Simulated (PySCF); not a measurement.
Si(H)(OH)2(SMe) (CH6O2SSi), SMILES O[SiH](O)SC.

Geometry: B3LYP-D3(BJ)/def2-SVP. The structure was generated by enumeration, and PubChem lists no compound with its InChIKey, so it may never have been made. One conformer was computed; it need not be the lowest.

Method: PySCF with SMD-M06-2X/def2-SVP.

Solvation free energies are E(SMD) − E(gas) at the gas-phase geometry, for 1 M in both phases. In vacuum the dipole moment is 1.45 D.

**Question.** Estimate the solvation free energies in water, dichloromethane, 2-propanol. (An estimate is asked for; the answer gives what the named calculation found.)

**Answer.** 
```tsv
solvent	ΔG(solv) (kcal/mol)	its non-electrostatic (CDS) part	dipole (D)
water	-8.6	3.1	1.87
dichloromethane	-7.7	-1.3	1.81
2-propanol	-10.2	-0.3	1.85
```
